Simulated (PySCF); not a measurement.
**Electronic structure of Ne²⁺ (neon, charge +2) at the UHF level**

Configuration: [He] 2s2 2p3 3s1, high-spin 5S determinant (an excited configuration). Computed with PySCF 2.14 in dyall-acv3z, with scalar relativity by spin-free X2C-1e.

```json
{
 "Total energy": "-125.151036 hartree",
 "One-electron energy": "-161.3269 hartree",
 "Hartree (Coulomb) energy": "46.9286 hartree",
 "Exchange energy": "-10.7527 hartree",
 "⟨S²⟩": "6.0018",
 "⟨L²⟩": "0.000",
 "Sum of ⟨r⟩": "6.724 bohr",
 "Sum of ⟨r²⟩": "11.19 bohr²",
 "Langevin diamagnetic susceptibility": "-8.86 ×10⁻⁶ cm³/mol"
}
```

```csv
shell,electrons,mean orbital energy (hartree),"rms radius, mean of both spins (bohr)"
1s α,1,-35.51912,0.182
1s β,1,-35.28215,0.182
2s α,1,-4.24391,0.871
2s β,1,-3.48531,0.871
2p α,3,-3.18053,0.831
3s α,1,-0.90311,2.74
```

The outer electron is Rydberg-like, and this basis confines it to a smaller radius and binds it less than a complete one would.

Spin-orbit constants ζ (cm⁻¹) from the X2C one-electron operator on these orbitals: bare nucleus, nucleus screened by l(l+1)(2l+1)/3 electrons, and screened by the Breit-Pauli mean field of the electrons.

| shell | bare | screened nucleus | mean field |
| --- | --- | --- | --- |
| 2p | 949.1 | 759.2 | 684.8 |
